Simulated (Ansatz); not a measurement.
C2BeSe2: where a starting geometry ends

The starting geometry of this gas-phase singlet was optimised with GFN2-xTB.

```xyz
5

C    -1.5977   -0.2882    0.1319
C    -0.7981   -0.0512   -0.7869
Be   -0.5697    0.4267    1.1779
Se    0.7490    0.6139   -1.4519
Se    1.2945    1.2939    0.7468
```

Problem. Predict what it relaxes into with PBE-D3(BJ)/def2-SVP.

Solution. A new bond forms, giving a structure given below by its coordinates. Contacts that close: C2–Be3 (2.03 → 1.86 Å).

The energy falls by 0.20 eV over 8 steps:

```json
{"step": "1", "E − E(last) (eV)": "0.201"}
{"step": "2", "E − E(last) (eV)": "0.064"}
{"step": "3", "E − E(last) (eV)": "0.017"}
{"step": "4", "E − E(last) (eV)": "0.007"}
{"step": "5", "E − E(last) (eV)": "0.001"}
{"step": "6", "E − E(last) (eV)": "0.000"}
{"step": "7", "E − E(last) (eV)": "0.000"}
{"step": "8", "E − E(last) (eV)": "0.000"}
```

Final geometry (Å):

```yaml
atoms:
  - { symbol: C, position_ang: [-1.6805, -0.3263, 0.1539] }
  - { symbol: C, position_ang: [-0.8117, -0.0470, -0.7297] }
  - { symbol: Be, position_ang: [-0.5268, 0.4237, 1.0458] }
  - { symbol: Se, position_ang: [0.7581, 0.6150, -1.4682] }
  - { symbol: Se, position_ang: [1.3390, 1.3297, 0.8161] }
```

Frequencies at the end are all real (lowest 229 cm⁻¹). Run with Ansatz 0.2.0, 43 s on 1 thread of AMD EPYC (Zen 3) (shared host).
